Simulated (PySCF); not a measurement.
PySCF 2.14 output of an unrestricted BP86 calculation on a single atom or ion in aug-cc-pVDZ-X2C, with scalar relativity by spin-free X2C-1e:

```
SCF conv_tol = 1e-09
number electrons alpha = 9  beta = 8
    A. D. Becke.,  Phys. Rev. A 38, 3098 (1988)
    J. P. Perdew.,  Phys. Rev. B 33, 8822 (1986)
cycle= 1 E= -600.913886270361  delta_E= -0.000459  |g|= 0.000398  |ddm|= 0.095
cycle= 2 E= -600.913886304885  delta_E= -3.45e-08  |g|= 3.18e-06  |ddm|= 0.000943
cycle= 3 E= -600.91388630489  delta_E= -4.66e-12  |g|= 6.42e-08  |ddm|= 1.34e-05
converged SCF energy = -600.91388630489  <S^2> = 0.75012652  2S+1 = 2.0001265
```

The run itself started from symmetry-adapted Hartree-Fock orbitals and held the occupation by maximum overlap, on a logarithmic radial grid, so the iterations belong to that start.

**Question.** Which element, charge and spin multiplicity is this?

**Answer.** K²⁺ (potassium, charge +2), multiplicity 2; the state was [Ne] 3s2 3p5, 2P determinant.
